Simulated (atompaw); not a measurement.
# Reading a pseudo-wave (manganese (Mn))

Columns: radius, all-electron u(r) and pseudo u(r) of the 4p shell (level -7.19 eV) of manganese in the configuration [Ne] 3s2 3p6 3d5 4s1 4p0; PBE, scalar-relativistic, PAW (atompaw) scheme, atompaw 4.2.0.5.

```
r (bohr)  all-electron   pseudo
   0.083        0.1028  -0.0022
   0.165        0.1357  -0.0084
   0.248        0.0694  -0.0180
   0.331       -0.0323  -0.0295
   0.413       -0.1249  -0.0414
   0.496       -0.1922  -0.0524
   0.579       -0.2288  -0.0607
   0.662       -0.2373  -0.0651
   0.744       -0.2236  -0.0640
   0.827       -0.1930  -0.0566
   0.910       -0.1509  -0.0419
   0.992       -0.1023  -0.0203
   1.075       -0.0490   0.0084
   1.158        0.0059   0.0427
   1.240        0.0601   0.0809
   1.323        0.1135   0.1228
   1.406        0.1648   0.1674
   1.488        0.2128   0.2130
   1.571        0.2584   0.2584
   1.654        0.3007   0.3007
   1.737        0.3396   0.3396
   1.819        0.3748   0.3748
   1.902        0.4071   0.4071
   1.985        0.4361   0.4361
   2.067        0.4616   0.4616
   2.150        0.4845   0.4845
```

(1) How many radial nodes do the two functions have?

(2) At about which radius was the pseudo-wave matched?

(3) Is the pseudo-wave norm-conserving?

Results:

(1) The all-electron 4p function has n − l − 1 = 2; the pseudo-wave has 1, since 1 lower shell of the same l stays in the valence.

(2) 1.55 bohr, where the columns begin to agree (steps of 0.08 bohr).

(3) No, it belongs to a PAW set: the norm inside the radius is not constrained, and the difference is carried by the augmentation charge.
